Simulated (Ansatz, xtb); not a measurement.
# Relative energy of two isomers of H4N2SiTe

Structure a is `N[Si@@H]1N[Te]1`, a singlet and structure b is `[H]/N=[Si](/N)[TeH]`, a singlet. Both are isolated molecules in the gas phase, relaxed with B3LYP-D3(BJ)/def2-SVP; the shapes shown needn't be the lowest conformers.

a (Å):

```xyz
8

N    -0.7572    0.1917    2.2480
N     0.5063    0.8348   -0.2654
Si   -0.7309   -0.0399    0.5582
Te   -1.3892    1.6776   -1.1339
H    -0.4889    1.0927    2.6343
H    -1.4411   -0.2848    2.8277
H    -1.0888   -1.4470    0.2601
H     1.0154    0.3621   -1.0153
```

b (Å):

```yaml
atoms:
  - { symbol: N, position_ang: [-1.1195, 1.4181, -0.5368] }
  - { symbol: N, position_ang: [-1.5460, -0.9755, 0.9534] }
  - { symbol: Si, position_ang: [-0.6606, 0.4408, 0.6443] }
  - { symbol: Te, position_ang: [1.1783, 0.4964, 2.3594] }
  - { symbol: H, position_ang: [-0.6930, 2.3271, -0.6959] }
  - { symbol: H, position_ang: [-1.1934, -1.7627, 1.4844] }
  - { symbol: H, position_ang: [-2.3859, -1.1826, 0.4213] }
  - { symbol: H, position_ang: [1.9745, 1.6586, 1.4638] }
```

Energies in hartree; the thermal terms are from B3LYP-D3(BJ)/def2-SVP harmonic frequencies (ideal gas, rigid rotor, one conformer each, 298.15 K, 1 atm) and include the zero-point energy:

|  | a | b |
| --- | --- | --- |
| E, CCSD(T)/def2-SVP | −667.594527 | −667.593403 |
| E, MP2/def2-SVP | −667.542080 | −667.541058 |
| E, MP2/def2-TZVPP | −668.256930 | −668.255717 |
| zero-point energy | 0.050064 | 0.047492 |
| H(298 K) − E | 0.057027 | 0.055464 |
| G(298 K) − E | 0.019195 | 0.015317 |

Q: Correct the CCSD(T) difference for the basis set by the MP2 change, then work out ΔE, ΔE₀, ΔH and ΔG for a → b in kJ/mol (1 Eh = 2625.50 kJ/mol) and the equilibrium ratio [b]/[a].

A: 1. Differences b − a: CCSD(T) +0.001124, MP2 in the small set +0.001022, MP2 in the large set +0.001213 Eh.
2. ΔE = +0.001124 + (+0.001213 − (+0.001022)) = +0.001315 Eh = +3.45 kJ/mol.
3. ΔE₀ = ΔE + ΔZPE = +0.001315 + (−0.002572) Eh = −3.30 kJ/mol.
4. ΔH = ΔE + (−0.001563) Eh = −0.65 kJ/mol.
5. ΔG = ΔE + (−0.003878) Eh = −6.73 kJ/mol, so ΔS = (ΔH − ΔG)/T = +20.4 J/(mol K).
6. kT = 0.9442 mEh, so K = [b]/[a] = exp(−ΔG/kT) = exp(+2.71) ≈ 15.

The sums favour b, but ΔE leans on the basis-set step (CCSD(T) alone has the other sign or is under 1 kcal/mol), so the order isn't settled. An error of 4 kJ/mol in ΔG would change K by a factor of 5. Mirror images and further conformers aren't counted.

As drawn, b has 1 N=Si, 1 Te–H in place of 1 N–Si, 1 N–Te, 1 Si–H. Structure a has a 3-membered ring, b no ring.

Other levels gave ΔE = −36.6 (GFN2-xTB); +81.0 (HF/STO-3G, GFN2-xTB geometries); −7.2 (r2SCAN-D4/def2-SVP, GFN2-xTB geometries); −3.3 (B3LYP-D3(BJ)/def2-SVP); +1.9 (HF/def2-SVP); +2.7 (MP2/def2-SVP); +3.0 (CCSD(T)/def2-SVP) kJ/mol. The correlated steps freeze 11 core orbitals; the filled d shell of Te is correlated, in a basis made for valence electrons. Atoms past krypton carry core potentials in the def2 sets, without spin–orbit terms. Programs: Ansatz 0.2.0, xtb 6.7.1.
